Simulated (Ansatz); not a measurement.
This geometry of H3SSb (5 atoms, charge 0, multiplicity 1) is a first-order saddle point.

Method: Ansatz, RKS CAM-B3LYP-D4/def2-TZVP.

```xyz
5
Properties=species:S:1:pos:R:3
S 0.325 -0.556 1.082
Sb 0.217 0.469 -1.375
H 0.178 -1.820 0.662
H -0.843 -0.136 0.157
H 0.174 1.970 -0.568
```

Question: Which two structures does it join? (They come from a converged band through this point; their orientation in space is the band's.)

Answer: Bonds broken: Sb2–H4. Bonds formed: S1–H4.

Image 0:

```xyz
5
Properties=species:S:1:pos:R:3
S 0.490 -0.814 1.179
Sb -0.167 0.220 -0.919
H 0.967 -1.916 0.587
H -1.710 0.688 -0.367
H 0.470 1.749 -0.521
```

Image 6:

```xyz
5
Properties=species:S:1:pos:R:3
S -0.140 -0.357 0.714
Sb 0.324 0.700 -1.550
H 0.308 -1.625 0.671
H -1.427 -0.748 0.728
H 0.985 1.957 -0.604
```

Question: How far does it lie above each of them?

Answer: 1.91 eV above the first and 0.50 eV above the second. This is the barrier of this one path; another mechanism may lie lower. The orbitals stay closed-shell, which can raise the energy where a bond breaks towards radicals; this wasn't checked here.

Time of the run: 3.7 min on 2 threads of Intel(R) Xeon(R) Platinum 8175M CPU @ 2.50GHz (Skylake/Cascade Lake), on a shared host, peak memory 0.23 GiB.
